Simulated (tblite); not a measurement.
Compound: C5H6O2S.
Bonds: C1–O2, O2–C3, C3–C4 (aromatic), C4–C5 (aromatic), C5–C6 (aromatic), C6–O7, C6–S8 (aromatic), C3–S8 (aromatic). Hydrogens: H9, H10, H11 on C1; H12 on C4; H13 on C5; H14 on O7.

Computed with GFN2-xTB (tblite), gas phase: Langevin dynamics at 200 K from the optimised GFN2-xTB geometry, time step 0.5 fs, friction 0.01 fs⁻¹, 2000 steps.

Start geometry:
```
atom  x, y, z in Å
C1      2.593   -0.249    0.475
O2      1.414   -0.947    0.802
C3      0.262   -0.426    0.316
C4      0.013    0.665   -0.447
C5     -1.370    0.841   -0.730
C6     -2.147   -0.119   -0.177
O7     -3.491   -0.220   -0.268
S8     -1.197   -1.287    0.721
H9      3.404   -0.803    0.944
H10     2.569    0.773    0.866
H11     2.745   -0.218   -0.608
H12     0.768    1.337   -0.809
H13    -1.762    1.648   -1.319
H14    -3.802   -0.995    0.213
```

The statistics below take the 31 frames saved every 25 fs from 250 to 1000 fs; their kinetic temperature (all 3N coordinates) averages 220 K.

**Question.** How do the bond lengths spread?

**Answer.** 
```
  bond  start (Å)  mean (Å)  standard deviation (Å)  shortest (Å)  longest (Å)
 C1–O2      1.409     1.423                   0.037         1.350        1.509
 O2–C3      1.355     1.351                   0.021         1.316        1.390
 C3–C4      1.355     1.358                   0.015         1.328        1.402
 C4–C5      1.422     1.421                   0.023         1.371        1.471
 C5–C6      1.353     1.356                   0.019         1.325        1.397
 C6–O7      1.351     1.347                   0.021         1.306        1.390
 C6–S8      1.753     1.756                   0.033         1.699        1.863
 C3–S8      1.741     1.761                   0.043         1.693        1.857
 C1–H9      1.088     1.093                   0.022         1.058        1.140
C1–H10      1.094     1.100                   0.030         1.045        1.165
C1–H11      1.094     1.098                   0.018         1.061        1.135
C4–H12      1.074     1.077                   0.015         1.039        1.105
C5–H13      1.073     1.077                   0.020         1.041        1.114
O7–H14      0.963     0.967                   0.017         0.936        1.012
```

**Question.** Give the same statistics for bond angles, one of each kind among heavy atoms.

**Answer.** 
```
   angle  start (°)  mean (°)  standard deviation (°)  smallest (°)  largest (°)
C1–O2–C3      116.0     116.1                     3.3         108.3        125.0
O2–C3–C4      131.9     128.2                     3.8         121.1        134.5
O2–C3–S8      116.0     120.3                     3.6         114.2        129.4
C4–C3–S8      112.0     111.1                     2.2         107.3        114.9
C3–C4–C5      112.9     113.5                     1.9         110.0        116.9
C4–C5–C6      113.0     113.1                     2.3         108.8        117.1
C5–C6–O7      126.7     126.8                     3.3         121.3        132.4
C5–C6–S8      111.7     111.6                     2.6         105.3        115.3
O7–C6–S8      121.6     121.3                     2.5         117.0        126.4
C3–S8–C6       90.3      90.4                     2.0          87.2         94.7
```

**Question.** How far does each atom move about its mean position (frames aligned on the start, all atoms weighted alike), and what rms force does it feel?

**Answer.** 
```json
{"atom": "C1", "rms displacement (Å)": "0.25", "rms force (eV/Å)": "1.65"}
{"atom": "O2", "rms displacement (Å)": "0.66", "rms force (eV/Å)": "1.62"}
{"atom": "C3", "rms displacement (Å)": "0.41", "rms force (eV/Å)": "1.19"}
{"atom": "C4", "rms displacement (Å)": "0.36", "rms force (eV/Å)": "1.28"}
{"atom": "C5", "rms displacement (Å)": "0.15", "rms force (eV/Å)": "1.52"}
{"atom": "C6", "rms displacement (Å)": "0.11", "rms force (eV/Å)": "1.44"}
{"atom": "O7", "rms displacement (Å)": "0.29", "rms force (eV/Å)": "1.21"}
{"atom": "S8", "rms displacement (Å)": "0.30", "rms force (eV/Å)": "1.14"}
{"atom": "H9", "rms displacement (Å)": "0.27", "rms force (eV/Å)": "0.79"}
{"atom": "H10", "rms displacement (Å)": "1.07", "rms force (eV/Å)": "0.94"}
{"atom": "H11", "rms displacement (Å)": "1.06", "rms force (eV/Å)": "0.63"}
{"atom": "H12", "rms displacement (Å)": "0.52", "rms force (eV/Å)": "0.62"}
{"atom": "H13", "rms displacement (Å)": "0.24", "rms force (eV/Å)": "0.79"}
{"atom": "H14", "rms displacement (Å)": "0.43", "rms force (eV/Å)": "0.79"}
```

The displacements run from 0.11 to 1.07 Å, the largest at H10.

**Question.** Follow the torsion C1–O2–C3–C4 through every second one of these frames.

**Answer.** 
```tsv
t (fs)	C1–O2–C3–C4 (°)
250	-59
300	-56
350	-57
400	-57
450	-62
500	-69
550	-74
600	-93
650	-107
700	-133
750	-140
800	-167
850	-174
900	167
950	161
1000	-178
```

Largest departure from the start value over all these frames: C1–O2–C3–C4 178° (start 0°).

**Question.** How widely does the potential energy scatter, against a harmonic estimate?

**Answer.** Mean 0.34 eV above the start, standard deviation 0.077 eV, range 0.19 to 0.63 eV. For 36 classical harmonic modes at 200 K the canonical values are 36kT/2 = 0.31 eV and kT·√(36/2) = 0.073 eV.

The run is classical and short, so these are rough statistics of one trajectory.

The cost below is that of the whole dynamics run. On an Intel Xeon Platinum 8488C with one thread, no GPU, shared host with 192 logical CPUs at a one-minute load of 10, this took 9.6 s and 0.18 GiB of memory at its peak.
